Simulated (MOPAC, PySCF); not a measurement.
[Ti(Cl)4], neutral singlet in the gas phase. 

Z-matrix (Å, degrees):
```
Ti
Cl 1 2.1735
Cl 1 2.1738 2 109.43
Cl 1 2.1738 2 109.37 3 -119.97
Cl 1 2.1740 2 109.52 4 -120.01
```
Charge 0, multiplicity 1.

All levels are single points at this geometry (BP86-D3(BJ)/def2-SVP); Pople sets use spherical d functions. Orbital energies aren't observables, and empty levels follow the basis.

PBE/6-31G* (LANL2DZ on Ti) in PySCF gives gap (eV) = 3.50.

**Question.** Estimate the gap (eV) from each of these levels: B3LYP-D3(BJ)/def2-TZVP in PySCF; PBE-D3(BJ)/def2-TZVP in PySCF; TPSSh-D3(BJ)/def2-TZVP in PySCF; B3LYP/3-21G in PySCF; B3LYP/LANL2DZ in PySCF; BP86/6-31G* (LANL2DZ on Ti) in PySCF; M06-2X/6-31G* (LANL2DZ on Ti) in PySCF; SVWN5/6-31G* (LANL2DZ on Ti) in PySCF; HF/3-21G in PySCF; HF/6-31G* (LANL2DZ on Ti) in PySCF; HF/STO-3G in PySCF; PM7 in MOPAC.

**Answer.** 
```json
[
 {"level": "B3LYP-D3(BJ)/def2-TZVP in PySCF", "gap (eV)": "5.31"},
 {"level": "PBE-D3(BJ)/def2-TZVP in PySCF", "gap (eV)": "3.64"},
 {"level": "TPSSh-D3(BJ)/def2-TZVP in PySCF", "gap (eV)": "4.61"},
 {"level": "B3LYP/3-21G in PySCF", "gap (eV)": "5.22"},
 {"level": "B3LYP/LANL2DZ in PySCF", "gap (eV)": "5.04"},
 {"level": "BP86/6-31G* (LANL2DZ on Ti) in PySCF", "gap (eV)": "3.50"},
 {"level": "M06-2X/6-31G* (LANL2DZ on Ti) in PySCF", "gap (eV)": "7.52"},
 {"level": "SVWN5/6-31G* (LANL2DZ on Ti) in PySCF", "gap (eV)": "3.51"},
 {"level": "HF/3-21G in PySCF", "gap (eV)": "12.34"},
 {"level": "HF/6-31G* (LANL2DZ on Ti) in PySCF", "gap (eV)": "12.15"},
 {"level": "HF/STO-3G in PySCF", "gap (eV)": "15.72"},
 {"level": "PM7 in MOPAC", "gap (eV)": "9.16"}
]
```
